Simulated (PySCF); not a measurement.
# Working out the ionisation energy of Ne²⁺

Ne²⁺ [He] 2s2 2p4 (3P) → Ne³⁺ [He] 2s2 2p3 (4S). Computed with PySCF 2.14 in def2-TZVP (5s3p2d1f, 31 functions), with the non-relativistic Hamiltonian (point nucleus). Frozen: 1s2. Energies in hartree (1 hartree = 27.21139 eV):

```json
{"part": "UHF", "Ne²⁺ (lower)": "-126.374823", "Ne³⁺ (upper)": "-124.101506"}
{"part": "CCSD correlation", "Ne²⁺ (lower)": "-0.154954", "Ne³⁺ (upper)": "-0.111203"}
{"part": "(T)", "Ne²⁺ (lower)": "-0.001389", "Ne³⁺ (upper)": "-0.000870"}
```

What does Hartree-Fock give?

(-124.101506) − (-126.374823) = 2.273317 hartree = 61.860 eV.

What do CCSD and CCSD(T) give?

The CCSD correlation energies differ by 0.043751 hartree = 1.191 eV and the triples by 0.000519 hartree = 0.014 eV, so CCSD gives 63.051 eV and CCSD(T) 63.065 eV.

Reference: 63.423 eV (measured; NIST Atomic Spectra Database, ionization energies), between the lowest levels; spin-orbit coupling is absent from the calculation.

What remains against the reference includes basis incompleteness, the frozen core and higher excitations.
